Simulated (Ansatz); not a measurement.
Born–Oppenheimer molecular dynamics of C₂H₇FSi₂ (12 atoms, charge 0, multiplicity 1). It starts from a relaxed structure.

Theory: Ansatz, RKS PBE0-D4/6-31G.

* ensemble: NVT, Langevin thermostat
* time step: 0.5 fs
* steps asked: 424
* set temperature: 1000 K
* friction: 0.001 /fs
* seed: 538450

First frame:

```xyz
12
Properties=species:S:1:pos:R:3
F -0.737 1.873 0.476
C 0.027 0.728 0.947
C -0.834 -0.520 0.710
Si -0.483 -0.765 -1.195
Si 1.402 0.438 -0.428
H 0.291 0.933 1.987
H -1.872 -0.383 1.027
H -0.414 -1.377 1.252
H -1.425 -0.019 -2.093
H -0.364 -2.190 -1.664
H 1.971 1.675 -1.059
H 2.514 -0.447 0.075
```

Q: How far do the bonds stretch over the last three quarters of this one trajectory? (Pairs bonded in most of those frames.)

A: 
```json
{"bond": "F1–C2", "mean (Å)": "1.455", "spread (Å)": "0.032", "shortest": "1.38", "longest": "1.52"}
{"bond": "C2–C3", "mean (Å)": "1.549", "spread (Å)": "0.026", "shortest": "1.50", "longest": "1.61"}
{"bond": "C2–Si5", "mean (Å)": "1.982", "spread (Å)": "0.033", "shortest": "1.90", "longest": "2.04"}
{"bond": "C2–H6", "mean (Å)": "1.097", "spread (Å)": "0.012", "shortest": "1.07", "longest": "1.14"}
{"bond": "C3–Si4", "mean (Å)": "1.967", "spread (Å)": "0.064", "shortest": "1.85", "longest": "2.05"}
{"bond": "C3–H7", "mean (Å)": "1.099", "spread (Å)": "0.018", "shortest": "1.06", "longest": "1.14"}
{"bond": "C3–H8", "mean (Å)": "1.101", "spread (Å)": "0.023", "shortest": "1.05", "longest": "1.15"}
{"bond": "Si4–Si5", "mean (Å)": "2.395", "spread (Å)": "0.096", "shortest": "2.24", "longest": "2.56"}
{"bond": "Si4–H9", "mean (Å)": "1.512", "spread (Å)": "0.039", "shortest": "1.44", "longest": "1.59"}
{"bond": "Si4–H10", "mean (Å)": "1.514", "spread (Å)": "0.035", "shortest": "1.43", "longest": "1.60"}
{"bond": "Si5–H11", "mean (Å)": "1.518", "spread (Å)": "0.076", "shortest": "1.38", "longest": "1.64"}
{"bond": "Si5–H12", "mean (Å)": "1.518", "spread (Å)": "0.056", "shortest": "1.41", "longest": "1.62"}
```

Mean temperature of the second half: 719 K. The mean temperature of the second half is 28 % below the set value. A run of 0.21 ps of so small a system gives no equilibrium averages. Limits of this set-up: no polarisation functions.

Run time: 38 min on 1 thread of Arm Neoverse N1, with other jobs on the host, peak memory 0.13 GiB.
